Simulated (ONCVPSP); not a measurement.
# What one change does to a pseudopotential (tin, ONCV)

| Item | Value |
| --- | --- |
| Element | Sn (Z = 50) |
| Generator | ONCVPSP 4.0.1 |
| Type | optimised norm-conserving Vanderbilt (ONCV) |
| Functional | PBEsol |
| Relativity | scalar-relativistic |
| Frozen core | [Ar] 3d10 |
| Valence charge | 22 |
| Reference configuration | 4s2 4p6 4d10 5s2 5p2 |
| Partial waves | 4s+5s: rc 1.40 bohr, ncon 3, nbas 7, qcut 9.3 1/bohr, 2 projectors; 4p+5p: rc 1.30 bohr, ncon 3, nbas 6, qcut 8.2 1/bohr, 2 projectors; 4d: rc 1.15 bohr, ncon 4, nbas 9, qcut 7.9 1/bohr, 2 projectors, debl 3.6 Ha |
| Local potential | polynomial inside 0.90 bohr (lpopt 5, dvloc0 -1 Ha) |
| Core correction | polynomial model core, fcfact 0.4 |

All-electron outer shells of the reference configuration (PBEsol, scalar-relativistic, ld1.x):

| shell | level (eV) | outermost node (bohr) | outermost maximum (bohr) |
| --- | --- | --- | --- |
| 3p | -698.48 | 0.14 | 0.30 |
| 3d | -473.39 | – | 0.25 |
| 4s | -133.74 | 0.40 | 0.74 |
| 4p | -89.56 | 0.41 | 0.79 |
| 4d | -25.79 | 0.39 | 0.88 |
| 5s | -10.59 | 0.98 | 2.01 |
| 5p | -3.71 | 1.09 | 2.55 |

Change: d: rc 1.58.

Cutoffs: the cutoffs (Ha) at which the residual kinetic energy of the hardest occupied pseudo-wave falls to 1 and 0.1 mHa per electron; they do not see the model core or the augmentation charge, which bear on the density cutoff. Errors are all-electron minus pseudo energies relative to the spin-unpolarised reference configuration.

Problem. How do hardness, ghosts and transferability respond?

Solution. The potential gets softer (130 Ha and 229 Ha → 30 Ha and 60 Ha); of the 4 tests that both files solve, the error grows in 1 and shrinks in 0 by more than 15 % and 0.3 meV (median size 4.1 → 8.9 meV); neither file shows a bound ghost. A larger radius leaves more room for a smooth pseudo-wave, so fewer plane waves are needed.

| quantity | base | changed |
| --- | --- | --- |
| cutoff, loose | 130 Ha | 30 Ha |
| cutoff, tight | 229 Ha | 60 Ha |
| loose cutoff by channel | s 30 Ha, p 23 Ha, d 130 Ha | s 30 Ha, p 23 Ha, d 29 Ha |
| bound ghosts | none | none |
| GHOST(+) flags under 300 eV | s at 148.1 eV | s at 148.1 eV |
| error for 4s2 4p6 4d10 5s2 5p1, meV [ΔE 6.90 eV] | -1.2 | -1.3 |
| error for 4s2 4p6 4d10 5s2 5p0, meV [ΔE 20.87 eV] | -4.2 | -4.3 |
| error for 4s2 4p6 4d10 5s1 5p0, meV [ΔE 51.89 eV] | -13 | -13 |
| error for 4s2 4p6 4d9 5s2 5p3, meV [ΔE 24.40 eV] | +4.0 | +38 |
| s: phases at 1.42 bohr within 0.05 rad from the reference energy up to (Ha; the scan ends near 5) | to the end of the scan | to the end of the scan |
| p: phases at 1.32 bohr within 0.05 rad from the reference energy up to (Ha; the scan ends near 5) | to the end of the scan | to the end of the scan |
| rms error of d²Exc/dni dnj with the model core, mHa | 1.15 | 1.11 |
